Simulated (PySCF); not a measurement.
Geometry (Å), atoms numbered from 1 in this order:
```xyz
6

Au    0.0029   -0.0104   -1.5533
As    0.0016    0.0040    0.8069
H     0.8478   -1.0085    1.5349
H    -1.3063   -0.2171    1.5222
H     0.4566    1.2529    1.5170
Cl   -0.0026   -0.0209   -3.8277
```

Geometry: PBE0-D3(BJ)/def2-SVP; GIAO shifts from PySCF 2.14, gas phase, scalar relativity only through the core potential, averaged over equivalent atoms.

At KT2/pcSseg-1 (def2-TZVP on Au) (120 basis functions, 12 s wall time on 1 thread of an x86-64 server CPU, shared host):
```tsv
atoms	δ (ppm)
As2	189.2
H3/H4/H5	4.20
Cl6	85.9
```

Chemical shifts δ = σref − σ; AsH3 for $^{75}$As (σ = 1919.92 ppm); TMS for $^{1}$H (σ = 31.18 ppm); HCl for $^{35}$Cl (σ = 942.74 ppm), all at this level.

**Question.** Estimate the result of repeating the calculation with PBE0/pcSseg-1 (def2-TZVP on Au).

**Answer.** 
```json
{"atoms": "As2", "δ at PBE0/pcSseg-1 (def2-TZVP on Au)": "194.9", "change": "+5.7"}
{"atoms": "H3/H4/H5", "δ at PBE0/pcSseg-1 (def2-TZVP on Au)": "4.18", "change": "-0.02"}
{"atoms": "Cl6", "δ at PBE0/pcSseg-1 (def2-TZVP on Au)": "7.6", "change": "-78.3"}
```

Referencing at the same level of theory: AsH3 for $^{75}$As (σ = 1910.42 ppm); TMS for $^{1}$H (σ = 31.27 ppm); $^{35}$Cl (σ = 943.27 ppm) against HCl.

The largest change is at Cl6 (chlorine bonded to Au). Cost: 120 basis functions, 7.5 s wall time on 1 thread of an x86-64 server CPU, shared host.

Au is described by an effective core potential, so it has no shielding of its own here; spin–orbit effects on the atoms bonded to it, which can be large, are absent, and the values of these neighbours are rough. Relativistic effects, spin–orbit coupling among them, are left out; they matter for As and for the light atoms bonded to it.
